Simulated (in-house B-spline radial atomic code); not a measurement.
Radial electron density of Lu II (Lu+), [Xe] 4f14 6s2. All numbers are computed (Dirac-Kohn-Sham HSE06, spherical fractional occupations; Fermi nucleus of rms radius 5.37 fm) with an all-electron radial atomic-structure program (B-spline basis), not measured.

Columns: r (bohr), 4πr²n(r) (electrons per bohr), bar.

```
0.000695    3.647 #
0.000872     5.25 ##
 0.00109    7.463 ###
 0.00137    10.61 ####
 0.00172    14.91 #####
 0.00215    20.55 #######
  0.0027    28.06 ##########
 0.00338    37.41 #############
 0.00424    48.79 #################
 0.00531    61.63 #####################
 0.00666    75.07 ##########################
 0.00834    87.26 ##############################
  0.0105    96.23 #################################
  0.0131    99.57 ##################################
  0.0164    97.19 ##################################
  0.0206    91.35 ###############################
  0.0258    87.92 ##############################
  0.0324    93.18 ################################
  0.0406    108.1 #####################################
  0.0509    124.2 ###########################################
  0.0637    127.6 ############################################
  0.0799    114.2 #######################################
     0.1     99.7 ##################################
   0.126    103.5 ####################################
   0.157    115.9 ########################################
   0.197      107 #####################################
   0.247    74.95 ##########################
    0.31    56.71 ####################
   0.388    64.19 ######################
   0.487     66.4 #######################
    0.61    48.85 #################
   0.765    28.97 ##########
   0.959    18.35 ######
     1.2    12.64 ####
    1.51    7.349 ###
    1.89    3.442 #
    2.37    1.599 #
    2.97   0.9959 
    3.72   0.6218 
    4.66   0.2666 
    5.84  0.06833 
    7.32 0.009304 
    9.18 0.0005749 
    11.5 1.393e-05
```

On this grid the curve has 4 maxima, near 0.0131, 0.0637, 0.157, 0.487 bohr.

The 6s1/2 radial function P(r) = rR(r), positive near the nucleus, with its small component Q(r) (sign convention: Q ≈ (P' + κP/r)/2c):

| r (bohr) | P | Q |
| --- | --- | --- |
| 0.000282 | 0.006356 | -0.001674 |
| 0.000443 | 0.009265 | -0.002538 |
| 0.000695 | 0.01337 | -0.003745 |
| 0.00109 | 0.01904 | -0.005428 |
| 0.00172 | 0.02673 | -0.00777 |
| 0.0027 | 0.03622 | -0.01083 |
| 0.00424 | 0.04661 | -0.0146 |
| 0.00666 | 0.05478 | -0.01865 |
| 0.0105 | 0.05391 | -0.02181 |
| 0.0164 | 0.03384 | -0.02174 |
| 0.0258 | -0.01368 | -0.01561 |
| 0.0406 | -0.07244 | -0.002711 |
| 0.0637 | -0.07914 | 0.01028 |
| 0.1 | 0.0259 | 0.01066 |
| 0.157 | 0.127 | -0.002798 |
| 0.247 | -0.01883 | -0.008041 |
| 0.388 | -0.184 | 0.002452 |
| 0.61 | 0.08399 | 0.004723 |
| 0.959 | 0.3004 | -0.001809 |
| 1.51 | -0.08522 | -0.002909 |
| 2.37 | -0.5758 | -6.253e-05 |
| 3.72 | -0.5471 | 0.001199 |
| 5.84 | -0.1847 | 0.0005365 |
| 9.18 | -0.01695 | 5.421e-05 |
